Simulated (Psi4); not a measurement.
H3O2, charge +1, singlet, at a GFN2-xTB geometry, atoms displaced at random by about 0.02 Å a coordinate; PBE0/6-31G** run with Psi4.

Input for Psi4:
```
memory 2 GB

molecule mol {
1 1
O     0.143092    0.546734   -0.313187
O    -0.157969   -0.661355    0.392172
H     1.102529    0.769508   -0.067580
H    -0.428820   -1.330529   -0.281835
H    -0.483336    1.254110    0.085709
}

set {
  basis 6-31g**
  reference rks
  hess_update none
}

optimize('pbe0')
print_variables()
```

**Question.** Predict the main parts of the log of this Psi4 run.

**Answer.** 
```
gradient() will perform analytic gradient computation.

   => Loading Basis Set <=

    Name: 6-31G**
    Role: ORBITAL
    Keyword: BASIS

         ---------------------------------------------------------
                                   SCF
               by Justin Turney, Rob Parrish, Andy Simmonett
                          and Daniel G. A. Smith
                              RKS Reference
         ---------------------------------------------------------

  ==> Geometry <==

    Molecular point group: c1
    Full point group: C1

    Geometry (in Angstrom), charge = 1, multiplicity = 1:

       Center              X                  Y                   Z               Mass
    ------------   -----------------  -----------------  -----------------  -----------------
         O            0.144408461580     0.579145698535    -0.341678707430    15.994914619570
         O           -0.156652538420    -0.628943301465     0.363680292570    15.994914619570
         H            1.103845461580     0.801919698535    -0.096071707430     1.007825032230
         H           -0.427503538420    -1.298117301465    -0.310326707430     1.007825032230
         H           -0.482019538420     1.286521698535     0.057217292570     1.007825032230

  Running in c1 symmetry.

  Rotational constants: A =      6.40706  B =      0.81149  C =      0.80512 [cm^-1]
  Rotational constants: A = 192078.73700  B =  24327.83445  C =  24136.95113 [MHz]
  Nuclear repulsion =   43.442734587414101

  Charge       = 1
  Multiplicity = 1
  Electrons    = 18
  Nalpha       = 9
  Nbeta        = 9

  ==> Algorithm <==

  SCF Algorithm Type is DF.
  DIIS enabled.
  MOM disabled.
  Fractional occupation disabled.
  Guess Type is SAD.
  Energy threshold   = 1.00e-08
  Density threshold  = 1.00e-08
  Integral threshold = 1.00e-12

  ==> Primary Basis <==

  Basis Set: 6-31G**
    Blend: 6-31G**
    Number of shells: 21
    Number of basis functions: 45
    Number of Cartesian functions: 45
    Spherical Harmonics?: false
    Max angular momentum: 2

  ==> DFT Potential <==

   => LibXC <=

    Version 7.1.2
    S. Lehtola, C. Steigemann, M. J. T. Oliveira, and M. A. L. Marques,  SoftwareX 7, 1–5 (2018) (10.1016/j.softx.2017.11.002)

   => Composite Functional: PBE0 <=

    PBE0 Hyb-GGA Exchange-Correlation Functional

    C. Adamo and V. Barone,  J. Chem. Phys. 110, 6158 (1999) (10.1063/1.478522)
    M. Ernzerhof and G. E. Scuseria,  J. Chem. Phys. 110, 5029 (1999) (10.1063/1.478401)

    Deriv               =              1
    GGA                 =           TRUE
    Meta                =          FALSE

    Exchange Hybrid     =           TRUE
    MP2 Hybrid          =          FALSE

   => Exchange Functionals <=

    0.7500   Perdew, Burke & Ernzerhof

   => Exact (HF) Exchange <=

    0.2500               HF

   => Correlation Functionals <=

    1.0000   Perdew, Burke & Ernzerhof

   => LibXC Density Thresholds  <==

    XC_HYB_GGA_XC_PBEH:  1.00E-15

   => Molecular Quadrature <=

    Radial Scheme          =       TREUTLER
    Pruning Scheme         =           NONE
    Nuclear Scheme         =       TREUTLER

    Blocking Scheme        =         OCTREE
    BS radius alpha        =              1
    Pruning alpha          =              1
    Radial Points          =             75
    Spherical Points       =            302
    Total Points           =         109066
    Total Blocks           =            864
    Max Points             =            256
    Max Functions          =             45
    Weights Tolerance      =       1.00E-15

   => Loading Basis Set <=

    Name: (6-31G** AUX)
    Role: JKFIT
    Keyword: DF_BASIS_SCF

  ==> Integral Setup <==

  SCF_SUBTYPE=INCORE selected. In-core MEM_DF algorithm will be used.
  Using in-core AOs.

  ==> MemDFJK: Density-Fitted J/K Matrices <==

    J tasked:                   Yes
    K tasked:                   Yes
    wK tasked:                   No
    Algorithm:                 Core
[...]
  @DF-RKS Final Energy:  -151.65755430865283
    Total Energy =                       -151.6575543086528626
  @DF-RKS Final Energy:  -151.65774718400741
    Total Energy =                       -151.6577471840074338
  @DF-RKS Final Energy:  -151.65801873522793
    Total Energy =                       -151.6580187352279268
  @DF-RKS Final Energy:  -151.65802554325381
    Total Energy =                       -151.6580255432538138
  @DF-RKS Final Energy:  -151.65802922958790
    Total Energy =                       -151.6580292295878962
  @DF-RKS Final Energy:  -151.65803709751825
    Total Energy =                       -151.6580370975182461
  @DF-RKS Final Energy:  -151.65803760641140
    Total Energy =                       -151.6580376064113977
[...]
	       1.000000             1.007825         -0.77246928 -2.31056083 -0.67774844
	       1.000000             1.007825         -0.88286751  2.38345222  0.02499644

	 - Coordinate -           - BOHR/RAD -       - ANG/DEG -
	 R(1,2)           =         2.711643           1.434940
	 R(1,3)           =         1.863075           0.985897
	 R(1,5)           =         1.863061           0.985889
	 R(2,4)           =         1.854871           0.981556
	 B(1,2,4)         =         1.752812         100.428720
	 B(2,1,3)         =         1.846088         105.773058
	 B(2,1,5)         =         1.845161         105.719960
	 B(3,1,5)         =         1.930193         110.591902
	 D(3,1,2,4)       =        -2.122055        -121.584793
	 D(4,2,1,5)       =         2.113268         121.081345

	        --- Internal Coordinate Step in ANG or DEG, aJ/ANG or AJ/DEG ---
	-------------------------------------------------------------------------------
	           Coordinate      Previous         Force          Change          New
	           ----------      --------        ------          ------        ------
	               R(1,2)       1.43494       -0.00215       -0.00034       1.43460
	               R(1,3)       0.98590       -0.00012       -0.00002       0.98588
	               R(1,5)       0.98589       -0.00012       -0.00002       0.98587
	               R(2,4)       0.98156        0.00009        0.00001       0.98157
	             B(1,2,4)     100.42872       -0.00002       -0.09038     100.33834
	             B(2,1,3)     105.77306       -0.00001       -0.05539     105.71766
	             B(2,1,5)     105.71996        0.00001        0.02963     105.74959
	             B(3,1,5)     110.59190        0.00000        0.01058     110.60248
	           D(3,1,2,4)    -121.58479        0.00000        0.70744    -120.87735
	           D(4,2,1,5)     121.08135        0.00000        0.70733     121.78867
	-------------------------------------------------------------------------------

	                                 ==> Convergence Check <==

	Measures of convergence in internal coordinates in au.

	Criteria marked as inactive (o), active & met (*), and active & unmet ( ).

	----------------------------------------------------------------------------------------------
	   Step    Total Energy     Delta E     Max Force     RMS Force      Max Disp      RMS Disp
	----------------------------------------------------------------------------------------------
	  Convergence Criteria     1.00e-06 *    3.00e-04 *             o    1.20e-03 *             o
	----------------------------------------------------------------------------------------------
	     9    -151.65803761   -5.09e-07 *    2.61e-04 *    1.30e-04 o    1.23e-02      5.56e-03 o  ~
	----------------------------------------------------------------------------------------------

Next Geometry in Ang
	Fragment 1 (Ang)

	    O   0.1389195685   0.5747499570  -0.3481473275
	    O  -0.1568182514  -0.6258203446   0.3793503236
	    H   1.0772059814   0.7910180369  -0.1364766683
	    H  -0.4038724910  -1.2230887189  -0.3593700704
	    H  -0.4661535296   1.2633890510   0.0146288886

    Final optimized geometry and variables:
    Molecular point group: c1
    Full point group: C1

    Geometry (in Angstrom), charge = 1, multiplicity = 1:

    O            0.140846823434     0.574584097996    -0.348337145204
    O           -0.153575272731    -0.627052820652     0.378598940342
    H            1.077976229890     0.794144239984    -0.134855166192
    H           -0.408773137725    -1.222696134771    -0.358649028040
    H           -0.467193365034     1.261268598805     0.013227545012

  Variable Map:
  ----------------------------------------------------------------------------
[...]
  Array Variable Map:
  ----------------------------------------------------------------------------
[...]
Optimizer: Optimization complete!
```
